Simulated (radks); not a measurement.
Problem. Ionisation ladder of beryllium, from Be to Be3+. Each ion is in the ground configuration listed by NIST, and IE = E(next ion) - E(this ion), with E = 0 for the bare nucleus. Method: scalar-relativistic Kohn-Sham, LDA (Slater exchange, VWN5 correlation), spin-polarised, spherical densities, finite nucleus; open shells are filled with parallel spins first; Fermi nuclear charge, rms radius 2.519 fm; computed with a radial shooting solver on a logarithmic mesh with Libxc functionals.

| species | configuration | IE, Delta-SCF (eV) | <r> HOMO (bohr) |
|---|---|---|---|
| Be | [He] 2s2 | ? | 2.62 |
| Be+ | [He] 2s1 | ? | 2.26 |
| Be2+ | [He] | 151.96 | 0.421 |
| Be3+ | 1s1 | 213.96 | 0.380 |

Estimate the withheld Delta-SCF values.

Solution. Be: 9.027 eV (NIST 9.323); Be+: 18.257 eV (NIST 18.211).
